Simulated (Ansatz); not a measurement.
`N#C[Si](F)(F)F` + H₂S → `F[Si](F)(F)S` + `C#N` at 500 K and 1 bar (ligand exchange at the Si–C bond).

Isolated molecules relaxed with PBE0-D4/def2-TZVP in Ansatz; ΔE leaves out vibrations. CCSD(T)/CBS adds triple-zeta CCSD(T) − MP2 to the extrapolated MP2 energy (def2 sets, frozen cores). This one scheme is used for every species. Each species was taken in one conformer, which may not be the lowest.

```csv
species,CCSD(T)/CBS energy (Eh),H − E (kJ/mol),S (J/(mol·K))
`N#C[Si](F)(F)F`,-681.41275,86.9,375.0
H₂S,-398.97279,57.0,224.0
`F[Si](F)(F)S`,-987.07717,89.2,382.7
`C#N`,-93.32098,60.1,220.8
```

H − E and S are ideal-gas, rigid-rotor, harmonic terms from PBE0-D4/def2-TZVP, for one conformer and one mirror image of each species. 1 Eh = 2625.50 kJ/mol, R = 8.31446 J/(mol·K).

By hand: ΔE, ΔH, ΔS and ΔG.

ΔE = (-987.07717) + (-93.32098) − (-681.41275) − (-398.97279) = -0.01261 Eh = -33.1 kJ/mol. Δ(H − E) = 89.2 + 60.1 − 86.9 − 57.0 = 5.4, so ΔH = -27.7 kJ/mol. ΔS = 382.7 + 220.8 − 375.0 − 224.0 = 4.5 J/(mol·K). ΔG = -27.7 − 500 × (4.5)/1000 = -29.9 kJ/mol.

By hand: the equilibrium constant, and the temperature at which ΔG would vanish if ΔH and ΔS stayed fixed.

log₁₀ K = −ΔG/(RT ln 10) = 3.1. ΔH and −TΔS have one sign here, so there is no such temperature.

The number of gas molecules stays the same, so ΔS is small and ΔH decides. A doubt of 5 kJ/mol in ΔE shifts log₁₀ K by 0.5 here. Other conformers and mirror images would add mixing entropy, several J/(mol·K) or more a flexible species. These are equilibria of isolated gas molecules and say nothing of rates. Largest T1 diagnostic: 0.014 (customary marks: 0.02 for closed shells, 0.045 for open ones).

ΔS is within the doubt of such terms, so its sign, and with it that verdict, could turn.
